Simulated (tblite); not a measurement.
Species: C₄H₁₂N₂OSi.
Atom-mapped SMILES: `[CH3:1][CH2:2][C:3](=[O:4])[Si@H:5]([NH2:6])[NH:7][CH3:8]` (hydrogens: H9, H10, H11 on C1; H12, H13 on C2; H14 on Si5; H15, H16 on N6; H17 on N7; H18, H19, H20 on C8)

The geometry is computed with GFN2-xTB (gas phase).

(1) List the bond lengths, angles and torsions at this level.

Results:

(1) 
```tsv
bond	length (bohr)	order
C1–C2	2.878	single
C2–C3	2.859	single
C3=O4	2.293	double
C3–Si5	3.644	single
Si5–N6	3.264	single
Si5–N7	3.223	single
N7–C8	2.720	single
C1–H9, C1–H10, C1–H11	2.055	single
C2–H12	2.067	single
C2–H13	2.065	single
Si5–H14	2.780	single
N6–H15, N6–H16	1.903	single
N7–H17	1.905	single
C8–H18, C8–H19, C8–H20	2.063	single
```

Bonds in one row agree within 0.02 bohr and their mean is given. Orders are formal, as drawn. A selection of angles:
```tsv
angle	degrees
C1–C2–C3	112.8
C2–C3–O4	120.5
C2–C3–Si5	118.9
O4–C3–Si5	120.5
C3–Si5–N6	117.9
C3–Si5–N7	101.6
N6–Si5–N7	106.1
Si5–N7–C8	125.3
H15–N6–Si5	120.5
H16–N6–Si5	118.2
H17–N7–Si5	118.2
H17–N7–C8	113.2
```

Dihedral angles: C1–C2–C3–O4 -132° (anticlinal); C2–C3–Si5–N6 -77° (synclinal); C3–Si5–N7–C8 -174° (antiperiplanar).

The 2 N–Si bonds span 1.705 Å (Si5–N7, drawn single) to 1.727 Å (Si5–N6, drawn single), a spread of 0.022 Å. N6 (silicon-bound nitrogen) has angles 120.5°, 118.2° and 110.2°, sum 348.9°, 0.23 Å off the plane of its three neighbours. Si5 (SiH silicon) is distorted tetrahedral (angles from 101.6° to 118.5°). N7 (silicon-bound nitrogen) is almost planar (angles 125.3°, 118.2° and 113.2°, sum 356.7°, 0.14 Å off the plane of its three neighbours). Of the pairs four or more bonds apart, Si5···H9 is among the closest relative to their van der Waals radii: 2.90 Å, 88 % of the sum of Bondi's values.

Point group: C1 (no symmetry element, even within 0.4 Å). Its GFN2-xTB frequencies are all real (lowest 33 cm⁻¹). The numbers are those of one conformer (C1–C2–C3–O4 -132°, C2–C3–Si5–N6 -77°, C3–Si5–N6–H 72° and -68°, C3–Si5–N7–C8 -174°). 3 starts were optimised and ended at 0.00, 0.78 and 1.36 kcal/mol (GFN2-xTB); the lowest of these is shown.

On one thread, AMD EPYC 9B45 (x86_64), shared host with 96 logical CPUs at a one-minute load of 14, this took 0.77 s wall. This is the geometry optimisation.
